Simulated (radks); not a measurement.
Species: Ag III. Configuration: [Ar] 3d10 4s2 4p5 4d10 (not the ground configuration). Method: scalar-relativistic Kohn-Sham, r2SCAN, spin-polarised, spherical densities, finite nucleus; open shells are filled with parallel spins first (spin-orbit coupling, left out, can overturn this in heavy ions); meta-GGA in the generalised Kohn-Sham scheme; Fermi nuclear charge, rms radius 4.5454 fm; computed with a radial shooting solver on a logarithmic mesh with Libxc functionals.

Radial electron density D(r) = 4 pi r^2 rho(r):

```
   r/bohr * D(r) (the largest magnitude, 76.2, reaches the edge; | marks zero)
 0.004018 |        *
 0.005232 |             *
 0.006812 |                  *
 0.008871 |                         *
  0.01155 |                                *
  0.01504 |                                       *
  0.01974 |                                          *
  0.02571 |                                          *
  0.03347 |                                      *
  0.04359 |                                    *
  0.05675 |                                        *
   0.0739 |                                                 *
  0.09623 |                                                      *
   0.1263 |                                                *
   0.1645 |                                      *
   0.2142 |                                     *
   0.2789 |                                           *
   0.3631 |                                     *
   0.4728 |                    *
   0.6157 |           *
   0.8081 |            *
    1.052 |           *
     1.37 |      *
    1.784 |  *
    2.323 |*
    3.025 *
    3.939 *
```

D(r) has 4 maxima, at r = 0.0219, 0.0970, 0.288, 0.882 bohr, and minima at 0.0432, 0.188, 0.651 bohr, inside which lie 2.01, 11.17, 29.05 electrons.
